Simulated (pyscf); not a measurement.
**O=Nb(OH)(Cl)–Cl (SMILES [O]=[Nb]([OH])([Cl])[Cl]), singlet**

Gas-phase minimum from PySCF at ωB97X-D3(BJ)/def2-SVP, one conformer. 

```xyz
6

O      0.8222     1.8972    -0.3124
Nb     0.1768     0.3559    -0.4058
O      0.3406    -0.4135     1.2852
Cl    -2.0355     0.5331    -0.9974
Cl     1.3813    -0.8395    -1.9537
H      0.7003    -0.1097     2.1272
```

Bonded distances (Å): O1–Nb2 1.673, Nb2–O3 1.865, Nb2–Cl4 2.297, Nb2–Cl5 2.297, O3–H6 0.965. Bond angles (°): O1–Nb2–O3 107.2, O1–Nb2–Cl4 108.3, O1–Nb2–Cl5 108.3, O3–Nb2–Cl4 110.5, O3–Nb2–Cl5 110.5, Cl4–Nb2–Cl5 111.8, Nb2–O3–H6 134.0.

Properties at ωB97X-D3(BJ)/def2-SVP:

Harmonic wavenumbers, unscaled: 106, 155, 156, 214, 246, 411, 423, 483, 517, 781, 1089, 3921 cm⁻¹
Zero-point energy: 12.2 kcal/mol
Rotational symmetry number: 1
Entropy of this conformer at 298 K and 1 atm, rigid rotor and harmonic oscillator, modes under 100 cm⁻¹ raised to 100: 360.0 J/(mol K)
Dipole moment: 2.76 D

Single-point totals, which compare only within one level:

| level | total energy (hartree) |
|---|---|
| ωB97X-D3(BJ)/def2-TZVP | -1128.84199 |
| PBE/def2-TZVP | -1128.30037 |
| r²SCAN/def2-TZVP | -1128.70430 |
| B3LYP-D3(BJ)/def2-TZVP | -1128.85282 |
| PBE0-D3(BJ)/def2-TZVP | -1128.32141 |
| M06-2X/def2-TZVP | -1128.58549 |
| ωB97M-D3(BJ)/def2-TZVP | -1128.87285 |

Soft torsions are taken as harmonic, which can shift the entropy by several J/(mol K). Elements past Kr carry the def2 core potentials, without spin-orbit coupling.
